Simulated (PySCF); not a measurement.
**Where the electron goes**

Species: C5H9OP.
Geometry (GFN2-xTB, Å), atoms numbered from 1 in this order:
```
atom  x, y, z in Å
C1     2.6527   -0.2078   -0.1500
C2     1.4304   -0.4943    0.2583
C3     0.2017    0.2161   -0.1953
C4    -0.8832   -0.7010   -0.8153
P5    -2.1844    0.2849    0.0369
O6    -3.3349   -0.3284    0.6985
C7    -0.6685    0.7986    0.9475
H8     2.8440    0.5831   -0.8566
H9     3.5134   -0.7495    0.2019
H10    1.2617   -1.2942    0.9685
H11    0.4676    1.0052   -0.9015
H12   -0.8564   -1.7028   -0.3812
H13   -0.8706   -0.7839   -1.8988
H14   -2.5009    1.3384   -0.8196
H15   -0.4956    1.8434    1.1916
H16   -0.5845    0.2012    1.8579
```

Theory: PySCF 2.14.0, density-fitted response routines, TDDFT PBE0/def2-SVPD, vertical, gas phase, core orbitals frozen in the response.

Kohn–Sham orbitals with the atoms that hold most of them (Löwdin shares over 4%, at most four atoms; ? is withheld):

```
orbital  ε (eV)                             atoms
 LUMO+2    0.79     C2 14%, C1 14%, H10 9%, P5 8%
 LUMO+1    0.50  H11 14%, P5 14%, H14 13%, H13 9%
   LUMO       ?      C1 33%, C2 29%, H9 5%, H8 5%
   HOMO   -7.62                                 ?
 HOMO-1   -7.86                                 ?
 HOMO-2   -8.22     O6 27%, C1 17%, C2 16%, C4 9%
 HOMO-3   -9.75     O6 20%, C3 16%, C2 15%, C1 9%
```

(1) Give the leading atoms of the HOMO.

(2) Give the leading atoms of the HOMO-1.

(3) What is the LUMO energy, and the HOMO–LUMO gap?

## Answers

(1) O6 (bonded to P) 27%; C1 (bonded to C and 2 H) 21%; C2 (bonded to 2 C and H) 18%; P5 (bonded to 2 C, O and H) 8%. By element: carbon 40% or more, oxygen 27%, phosphorus 8%.

(2) O6 (bonded to P) 56%; P5 (bonded to 2 C, O and H) 16%; H14 (bonded to P) 9%; C7 (bonded to C, P and 2 H) 6%.

(3) ε(LUMO) = -0.20 eV; the gap is 7.42 eV (0.2726 hartree).

How does S1 compare with the orbital gap of 7.42 eV?

S1 is at 6.58 eV (f = 0.0004), 0.84 eV below the gap, made of HOMO-1→LUMO (94%). Its leading pair isn't HOMO and LUMO; the energies of that pair differ by 7.66 eV. 

One configuration dominates each of S1, S2, S3 and S7. Which, and how do the shares of the two leading atoms of either orbital change from the occupied to the empty one?

- S1 (6.58 eV, f 0.0004), HOMO-1→LUMO (94%): O6 56% → at most 6%, P5 16% → at most 6%, C1 at most 6% → 33%, C2 at most 6% → 29%
- S2 (6.76 eV, f 0.245), HOMO→LUMO (80%): O6 27% → at most 6%, C1 21% → 33%, C2 18% → 29%
- S3 (6.96 eV, f 0.0008), HOMO→LUMO+1 (84%): O6 27% → at most 10%, C1 21% → at most 10%, H11 at most 9% → 14%, P5 8% → 14%
- S7 (7.42 eV, f 0.290), HOMO-2→LUMO (74%): O6 27% → at most 6%, C1 17% → 33%, C2 16% → 29%

One conformer stands for the species.
